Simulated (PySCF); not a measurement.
Se(F)(SeH) (FHSe2), SMILES [SeH][Se]F. Geometry optimised at B3LYP-D3(BJ)/def2-TZVP. Other conformers were not sampled.

Give the equilibrium geometry at B3LYP-D3(BJ)/def2-TZVP (PySCF confirms it by a frequency run) as bond lengths and angles. (An estimate is asked for; the answer gives what the named calculation found.)

Several could match; the one computed here: 
Atoms: Se1 F2 Se3 H4. Bonded distances (Å): Se1–F2 1.787, Se1–Se3 2.295, Se3–H4 1.480. Angles (°): F2–Se1–Se3 102.0, Se1–Se3–H4 97.8.
Charge 0, spin multiplicity 1.
